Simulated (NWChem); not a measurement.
All runs are NWChem calculations. System: HFSi, charge 0, spin multiplicity 1, at a geometry optimised with PBE0/def2-SVP. The structure started from a generated list of species. Level: TD-PBE0/6-31G* (spherical d).

Input file:

```
start mol
memory heap 200 mb stack 900 mb global 1100 mb
geometry units angstroms nocenter noautoz noautosym
  Si    -0.456019     0.403674     0.000000
  H      0.553675     1.575429     0.000000
  F      0.647844    -0.802985     0.000000
end
basis spherical
  * library 6-31g*
end
dft
  xc pbe0
  semidirect memsize 60000000 filesize 0
  iterations 100
end
tddft
  rpa
  nroots 10
  notriplet
end
task tddft energy
```

Part of the output:

```
             Northwest Computational Chemistry Package (NWChem) 7.3.0
             --------------------------------------------------------

                                NWChem Input Module
                                -------------------

 Scaling coordinates for geometry "geometry" by  1.889725989
 (inverse scale =  0.529177249)

                             Geometry "geometry" -> ""
                             -------------------------

 Output coordinates in angstroms (scale by  1.889725989 to convert to a.u.)

  No.       Tag          Charge          X              Y              Z
 ---- ---------------- ---------- -------------- -------------- --------------
    1 Si                  14.0000    -0.45601900     0.40367400     0.00000000
    2 H                    1.0000     0.55367500     1.57542900     0.00000000
    3 F                    9.0000     0.64784400    -0.80298500     0.00000000

 Effective nuclear repulsion energy (a.u.)      47.5611188159

            Nuclear Dipole moment (a.u.)
            ----------------------------
        X                 Y               Z
 ---------------- ---------------- ----------------
     0.0000094486    -0.0000000000     0.0000000000


 Summary of "ao basis" -> "" (spherical)
 ------------------------------------------------------------------------------
       Tag                 Description            Shells   Functions and Types
 ---------------- ------------------------------  ------  ---------------------
 *                           6-31g*                   on all atoms

                                 NWChem DFT Module
                                 -----------------

 Summary of "ao basis" -> "ao basis" (spherical)
 ------------------------------------------------------------------------------
       Tag                 Description            Shells   Functions and Types
 ---------------- ------------------------------  ------  ---------------------
 Si                          6-31g*                  8       18   4s3p1d
 H                           6-31g*                  2        2   2s
 F                           6-31g*                  6       14   3s2p1d

 Summary of "ao basis" -> "ao basis" (spherical)
 ------------------------------------------------------------------------------
       Tag                 Description            Shells   Functions and Types
 ---------------- ------------------------------  ------  ---------------------
 Si                          6-31g*                  8       18   4s3p1d
 H                           6-31g*                  2        2   2s
 F                           6-31g*                  6       14   3s2p1d

            General Information
            -------------------
          SCF calculation type: DFT
          Wavefunction type:  closed shell.
          No. of atoms     :     3
          No. of electrons :    24
           Alpha electrons :    12
            Beta electrons :    12
          Charge           :     0
          Spin multiplicity:     1
          Use of symmetry is: off; symmetry adaption is: off
          Maximum number of iterations: 100
          AO basis - number of functions:    34
                     number of shells:    16
          Convergence on energy requested:  1.00D-06
          Convergence on density requested:  1.00D-05
          Convergence on gradient requested:  5.00D-04

              XC Information
              --------------
                         PBE0 Method XC Functional
                     Hartree-Fock (Exact) Exchange  0.250
[...]
     Magnetic Dipole                               0.0000023413
     Total Oscillator Strength                     0.5589894710

          sigma_e =   2.0497 Angstrom
          sigma_h =   1.5324 Angstrom
         |d_h->e| =   0.1300 Angstrom
            d_exc =   2.5726 Angstrom
            d_CD1 =   0.6473 Angstrom
            d_CD2 =  -1.6611 Angstrom
            d_CD3 =   2.7025 Angstrom
     Pearson C.C. =  -0.0082

     Occ.    9  a   ---  Virt.   14  a    0.10004 X
     Occ.    9  a   ---  Virt.   15  a   -0.06178 X
     Occ.   10  a   ---  Virt.   13  a    0.12089 X
     Occ.   11  a   ---  Virt.   14  a    0.17030 X
     Occ.   11  a   ---  Virt.   15  a    0.12198 X
     Occ.   12  a   ---  Virt.   14  a   -0.13812 X
     Occ.   12  a   ---  Virt.   15  a    0.94906 X
     Occ.   12  a   ---  Virt.   15  a   -0.06440 Y
     Occ.   12  a   ---  Virt.   17  a    0.09017 X
  ----------------------------------------------------------------------------
  Root   7 singlet a              0.376692218 a.u.               10.2503 eV
  ----------------------------------------------------------------------------
     Transition Moments    X -0.52807   Y  0.51338   Z  0.00000
     Transition Moments   XX  0.56678  XY -2.16129  XZ -0.00000
     Transition Moments   YY -0.10876  YZ  0.00000  ZZ  0.82909
     Dipole Oscillator Strength                    0.1362155393
     Electric Quadrupole                           0.0000013962
     Magnetic Dipole                               0.0000002230
     Total Oscillator Strength                     0.1362171586

          sigma_e =   2.0535 Angstrom
          sigma_h =   1.5587 Angstrom
         |d_h->e| =   0.6832 Angstrom
            d_exc =   2.5505 Angstrom
            d_CD1 =   1.1780 Angstrom
            d_CD2 =  -1.1229 Angstrom
            d_CD3 =   3.2337 Angstrom
     Pearson C.C. =   0.0951

     Occ.    9  a   ---  Virt.   14  a    0.23253 X
     Occ.   10  a   ---  Virt.   13  a   -0.09444 X
     Occ.   11  a   ---  Virt.   14  a    0.52160 X
     Occ.   12  a   ---  Virt.   14  a    0.07888 X
     Occ.   12  a   ---  Virt.   15  a   -0.11610 X
     Occ.   12  a   ---  Virt.   16  a    0.79571 X
     Occ.   12  a   ---  Virt.   17  a   -0.09152 X
     Occ.   12  a   ---  Virt.   19  a   -0.05116 X
  ----------------------------------------------------------------------------
  Root   8 singlet a              0.379470043 a.u.               10.3259 eV
  ----------------------------------------------------------------------------
     Transition Moments    X  0.23924   Y  0.99270   Z -0.00000
     Transition Moments   XX -0.27440  XY -0.29138  XZ  0.00000
     Transition Moments   YY  1.22027  YZ -0.00000  ZZ -0.50684
     Dipole Oscillator Strength                    0.2637790609
     Electric Quadrupole                           0.0000002803
     Magnetic Dipole                               0.0000003650
     Total Oscillator Strength                     0.2637797063

          sigma_e =   1.9753 Angstrom
          sigma_h =   1.5108 Angstrom
         |d_h->e| =   0.6080 Angstrom
            d_exc =   2.5995 Angstrom
            d_CD1 =   1.0725 Angstrom
            d_CD2 =  -1.1351 Angstrom
            d_CD3 =   3.2075 Angstrom
     Pearson C.C. =  -0.0341

     Occ.    8  a   ---  Virt.   14  a    0.05104 X
     Occ.    9  a   ---  Virt.   14  a    0.27502 X
     Occ.   10  a   ---  Virt.   13  a   -0.11447 X
     Occ.   11  a   ---  Virt.   14  a    0.72401 X
     Occ.   12  a   ---  Virt.   14  a    0.09824 X
     Occ.   12  a   ---  Virt.   15  a   -0.10239 X
     Occ.   12  a   ---  Virt.   16  a   -0.59809 X
     Occ.   12  a   ---  Virt.   19  a   -0.06103 X
  ----------------------------------------------------------------------------
  Root   9 singlet a              0.387748181 a.u.               10.5512 eV
  ----------------------------------------------------------------------------
     Transition Moments    X  0.00000   Y  0.00000   Z -0.08394
     Transition Moments   XX -0.00000  XY -0.00000  XZ -0.51062
     Transition Moments   YY  0.00000  YZ  0.85909  ZZ -0.00000
     Dipole Oscillator Strength                    0.0018211597
     Electric Quadrupole                           0.0000003101
     Magnetic Dipole                               0.0000000316
     Total Oscillator Strength                     0.0018215013

          sigma_e =   1.8485 Angstrom
          sigma_h =   0.8633 Angstrom
         |d_h->e| =   1.4197 Angstrom
            d_exc =   2.4882 Angstrom
            d_CD1 =   2.4049 Angstrom
            d_CD2 =   0.0639 Angstrom
            d_CD3 =   3.9080 Angstrom
     Pearson C.C. =  -0.0042

     Occ.    8  a   ---  Virt.   13  a   -0.26823 X
     Occ.   10  a   ---  Virt.   14  a   -0.96022 X
     Occ.   10  a   ---  Virt.   15  a   -0.05682 X
  ----------------------------------------------------------------------------
  Root  10 singlet a              0.410660147 a.u.               11.1746 eV
  ----------------------------------------------------------------------------
     Transition Moments    X  0.00000   Y  0.00000   Z -1.03029
     Transition Moments   XX  0.00000  XY -0.00000  XZ  0.94394
     Transition Moments   YY  0.00000  YZ -0.63937  ZZ -0.00000
     Dipole Oscillator Strength                    0.2906114375
     Electric Quadrupole                           0.0000004794
     Magnetic Dipole                               0.0000000614
     Total Oscillator Strength                     0.2906119783

          sigma_e =   1.7370 Angstrom
          sigma_h =   1.3598 Angstrom
         |d_h->e| =   0.7555 Angstrom
            d_exc =   2.3501 Angstrom
            d_CD1 =   1.1327 Angstrom
            d_CD2 =  -0.7929 Angstrom
            d_CD3 =   3.1056 Angstrom
     Pearson C.C. =  -0.0182

     Occ.    8  a   ---  Virt.   13  a    0.90407 X
     Occ.   10  a   ---  Virt.   14  a   -0.26264 X
     Occ.   10  a   ---  Virt.   15  a    0.07268 X
     Occ.   11  a   ---  Virt.   13  a   -0.12762 X
     Occ.   12  a   ---  Virt.   13  a   -0.06780 X
     Occ.   12  a   ---  Virt.   18  a    0.28950 X
     Occ.   12  a   ---  Virt.   20  a   -0.05245 X

              Target root =      1
          Target symmetry = none
      Ground state energy =   -389.680182753190
        Excitation energy =      0.109274699998
     Excited state energy =   -389.570908053193

  stored tddft:energy   -389.57090805319285

 Task  times  cpu:       18.5s     wall:       18.5s

 Total times  cpu:       18.6s     wall:       18.6s
```
